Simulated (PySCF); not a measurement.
How methods differ on the excitation energy of Te⁺

Te⁺ [Kr] 4d10 5s2 5p3 (4S) → Te⁺ [Kr] 4d10 5s2 5p2 6s1 (4P), as a difference of total energies. All numbers are calculated (PySCF 2.14, a scalar-relativistic core potential, in aug-cc-pwCVDZ-PP with ECP28MDF (6s5p4d1f, 48 functions)). Correlated levels: valence: 4s2 4p6 4d10 frozen. The calculations carry no spin-orbit coupling.

```csv
method,excitation energy (cm⁻¹)
UHF,82091
MP2 (valence),82224
SCS-MP2 (valence),82048
CCSD (valence),81756
CCSD(T) (valence),81684
```

The promoted electron is Rydberg-like, and one or two diffuse shells describe it only roughly, which tends to raise the upper state.
